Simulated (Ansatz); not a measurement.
Gas-phase electronic energies from Ansatz, PBE0-D4/def2-TZVP geometries. CCSD(T)/CBS is the MP2 limit (def2-TZVPP, def2-QZVPP) plus CCSD(T) − MP2 in def2-TZVPP, frozen cores. This one scheme is used for every species, atoms too. DFT in def2-TZVPP. No spin–orbit coupling; open shells (•) take unrestricted orbitals. Spin–orbit coupling would lower the free atoms: a little for C, O. For Zn outer-core shells are correlated without core-valence functions, so the limit isn't a true one: a few kJ/mol of doubt a bond, and 10 to 20 or more in all where bonds break to atoms. Scalar relativity is left out up to krypton. One conformer a species, not always the lowest.

`O/C=[N]/[ZnH]` → C• + 3 H• + N• + O• + Zn (atom)  (atomization)

Problem. What is ΔE at CCSD(T)/CBS? (Estimate.)

Solution. The calculation gave: +24.05 eV.

Problem. What do these levels give: r2SCAN-D4, B97M-V, r2SCAN, LC-ωPBE, CCSD/def2-TZVPP, CCSD(T)/def2-TZVPP? (Estimate.)

Solution. Ansatz gave: r2SCAN-D4 24.33, B97M-V 24.09, r2SCAN 24.30, LC-ωPBE 24.43, CCSD/def2-TZVPP 22.70, CCSD(T)/def2-TZVPP 23.28 eV.

Largest T1 diagnostic among the species: 0.017.

In def2-TZVPP, CCSD(T) changes the Hartree–Fock value by +7.90 eV (the triples alone add +0.57 eV) and MP2 by +8.73 eV; breaking electron pairs costs correlation energy, which Hartree–Fock lacks. The D4 term adds +0.18 eV with B3LYP and +0.10 eV with PBE0; it sums over pairs of atoms, weighted by their polarisabilities, and B3LYP, whose exchange is more repulsive, gets the larger term.

B3LYP here is the variant with VWN-RPA as its local correlation; programs differ in this.

For atomizations the MP2-based limit and the directly extrapolated one differ by several kJ/mol either way, and by 10 to 25 for some Ge, Se and Sn compounds, so smaller differences from it don't rank the levels.
